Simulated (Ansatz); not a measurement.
CH9FSi3, SMILES `F[SiH]([SiH3])C[SiH3]`, relaxed with RKS PBE0-D4/def2-TZVP in the Gaussian-basis code of Ansatz from a PBE-D4/def2-SVP geometry. The force threshold is 0.005 eV/Å; the program also tests the step.

Charge 0, multiplicity 1.

Start:

```xyz
14

F     0.186    2.110   -1.870
Si    0.435    0.696   -1.054
Si    1.682    1.193    0.881
C    -1.230   -0.069   -0.636
Si   -1.152   -1.670    0.380
H     1.199   -0.220   -1.974
H     2.169   -0.085    1.514
H     0.821    1.924    1.881
H     2.873    2.051    0.545
H    -1.832    0.674   -0.068
H    -1.773   -0.275   -1.585
H    -0.563   -1.389    1.737
H    -0.286   -2.690   -0.311
H    -2.530   -2.248    0.561
```

Question: By how much does the energy fall, and how many steps does the optimiser take? (An estimate is asked.)

Answer: Computed: 1.54 kcal/mol, in 13 steps.

Question: Which bonds change most? (Estimate.)

Answer: Ansatz gave: F1–Si2 from 1.651 to 1.610 Å; C4–Si5 from 1.898 to 1.876 Å; Si2–C4 from 1.880 to 1.859 Å; Si5–H12 from 1.507 to 1.487 Å.

Question: Give the relaxed structure. (Best estimate.)

Answer: The calculation gave: 
```xyz
14

F     0.161    2.087   -1.830
Si    0.406    0.703   -1.044
Si    1.677    1.159    0.874
C    -1.238   -0.066   -0.643
Si   -1.132   -1.631    0.385
H     1.158   -0.189   -1.968
H     2.136   -0.122    1.478
H     0.863    1.893    1.881
H     2.869    1.978    0.525
H    -1.848    0.661   -0.095
H    -1.758   -0.291   -1.580
H    -0.641   -1.306    1.751
H    -0.187   -2.599   -0.234
H    -2.466   -2.276    0.499
```
